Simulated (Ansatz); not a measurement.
`CCCO[SiH3]` and `CCC[S][AlH2]` differ in one atom or group.

Ansatz, PBE0-D4/def2-TZVP geometries, multiplicity 1. Each molecule was computed in one conformer, which needn't be the lowest.

| property | `CCCO[SiH3]` |
| --- | --- |
| HOMO–LUMO gap (B3LYP/def2-TZVPP) / eV | 8.02 |
| LUMO energy (ωB97M-V/def2-TZVPP) / eV | 2.02 |
| size of the dipole moment (ωB97M-V/def2-TZVPP) / D | 1.12 |
| LUMO energy (PBE0/def2-TZVPP) / eV | 0.37 |
| HOMO energy (B3LYP/def2-TZVPP) / eV | -7.87 |
| LUMO energy (B3LYP/def2-TZVPP) / eV | 0.15 |

(1) Give the same properties after the change, and the shifts. (Best estimate.)

Results:

(1) The calculation gave: 
| property | `CCC[S][AlH2]` | shift |
| --- | --- | --- |
| HOMO–LUMO gap (B3LYP/def2-TZVPP) / eV | 5.47 | -2.55 |
| LUMO energy (ωB97M-V/def2-TZVPP) / eV | 0.34 | -1.68 |
| size of the dipole moment (ωB97M-V/def2-TZVPP) / D | 1.57 | 0.45 |
| LUMO energy (PBE0/def2-TZVPP) / eV | -1.27 | -1.64 |
| HOMO energy (B3LYP/def2-TZVPP) / eV | -6.93 | 0.94 |
| LUMO energy (B3LYP/def2-TZVPP) / eV | -1.45 | -1.60 |

With PBE0 the HOMO rises by 0.92 eV and the LUMO falls by 1.64 eV, so the gap narrows by about 2.56 eV. PBE moves the HOMO by 0.53 eV and ωB97M-V by 1.13 eV. Dipoles are sizes alone; their direction can turn.

B3LYP here is the variant with VWN-RPA as its local correlation; programs differ in this.
